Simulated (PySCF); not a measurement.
# Working out the excitation energy of B²⁺

B²⁺ [He] 2s1 (2S) → B²⁺ [He] 2p1 (2P). Computed with PySCF 2.14 in x2c-TZVPPall with one added diffuse shell each of s, p, d type (6s4p3d1f, 40 functions), with scalar relativity by spin-free X2C-1e. Frozen: nothing. Energies in hartree (1 hartree = 27.21139 eV):

```json
{"part": "UHF", "B²⁺ (lower)": "-23.381996", "B²⁺ (upper)": "-23.159556"}
{"part": "CCSD correlation", "B²⁺ (lower)": "-0.015701", "B²⁺ (upper)": "-0.016539"}
{"part": "(T)", "B²⁺ (lower)": "-0.000008", "B²⁺ (upper)": "-0.000009"}
```

Problem. What does Hartree-Fock give?

Solution. (-23.159556) − (-23.381996) = 0.222440 hartree = 6.053 eV.

Problem. What do CCSD and CCSD(T) give?

Solution. The CCSD correlation energies differ by -0.000838 hartree = -0.023 eV and the triples by -0.000001 hartree = 0.000 eV, so CCSD gives 6.030 eV and CCSD(T) 6.030 eV.
